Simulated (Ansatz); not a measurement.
A structure relaxed at PBE-D4/def2-TZVP in Ansatz, charge 0, doublet:

```xyz
7

Au   -0.386    0.893   -0.092
Au   -0.503   -1.748   -0.718
Au    1.439   -0.779    0.870
H    -0.412   -3.309   -1.011
H    -1.481    2.506   -0.049
H     2.522   -0.073    1.794
H    -1.180    2.510   -0.793
```

**Question.** Give its formula.

**Answer.** H4Au3.

**Question.** Summarise the bond lengths by kind (pairs closer than 1.2 times the sum of covalent radii, bridged metal pairs left out).

**Answer.** 3 × Au–Au 2.66 to 2.72 Å; 4 × Au–H 1.59 to 1.95 Å.

In the def2 sets Au takes a core potential; there is no spin–orbit coupling. In the doublet, H5 and H7 lie 0.80 Å apart (atoms count from 1), so H2 has formed as a molecule. The relaxation made no stability test and no search for a lower SCF solution. No other spin state of charge 0 was run. Another isomer (doublet) lies 0.06 eV lower at PBE0-D4/def2-TZVP; other spin states weren't run for this one.
